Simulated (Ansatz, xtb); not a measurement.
## Ranking isomers of C8H9F5O2

4 gas-phase structures of C8H9F5O2, from a drawn sample of its isomers (lower ones may exist). Each was relaxed with GFN2-xTB; where two conformers were screened, the lower at r2SCAN-D4/def2-SVP is listed:

A. `C=C(C)CCOC(=O)C(F)(F)C(F)(F)F`, a singlet
B. `C[C@]1(CC(F)F)CC(F)(F)C(=O)O[C@H]1F`, a singlet
C. `C[C@]1(CC(F)F)C[C@H](F)OC(=O)C1(F)F`, a singlet
D. `C[C@]1(CC(F)F)CC(F)(F)C(=O)O[C@@H]1F`, a singlet

Problem. Which do you expect lowest at r2SCAN-D4/def2-SVP, and how would the others follow?

Solution. Calculated order at r2SCAN-D4/def2-SVP: C (0.0), D (0.8), B (1.3), A (21.3) kcal/mol. Less than 1 kcal/mol parts C and D; D and B, so the order within those pairs means little.

Energies above the lowest of each column, in kcal/mol; the last columns are at PBE-D3(BJ)/def2-SVP geometries and were run for some of them only (a dash: not run or not comparable):

```json
{"structure": "C", "GFN2-xTB": "0.1", "HF/STO-3G": "0.6", "r2SCAN-D4/def2-SVP": "0.0", "PBE-D3(BJ)/def2-SVP": "0.0", "PBE0-D4/def2-TZVP": "0.0"}
{"structure": "D", "GFN2-xTB": "0.0", "HF/STO-3G": "0.0", "r2SCAN-D4/def2-SVP": "0.8", "PBE-D3(BJ)/def2-SVP": "0.5", "PBE0-D4/def2-TZVP": "0.1"}
{"structure": "B", "GFN2-xTB": "0.2", "HF/STO-3G": "0.1", "r2SCAN-D4/def2-SVP": "1.3", "PBE-D3(BJ)/def2-SVP": "–", "PBE0-D4/def2-TZVP": "–"}
{"structure": "A", "GFN2-xTB": "36.2", "HF/STO-3G": "40.3", "r2SCAN-D4/def2-SVP": "21.3", "PBE-D3(BJ)/def2-SVP": "19.7", "PBE0-D4/def2-TZVP": "18.9"}
```

PBE0-D4/def2-TZVP has C and D within 1 kcal/mol of each other at the bottom, and every level picks one of them. Flexible structures stand in one conformer each, not always the lowest. Frequencies (GFN2-xTB) were run for A, C, D alone.

Over these structures GFN2-xTB departs from r2SCAN-D4/def2-SVP by 5.8 kcal/mol on average once a common shift is removed. A GFN2-xTB relaxation took about 0.18 s and the r2SCAN-D4/def2-SVP energy about 1.6 s on a shared host (Ansatz 0.2.0, xtb 6.7.1).
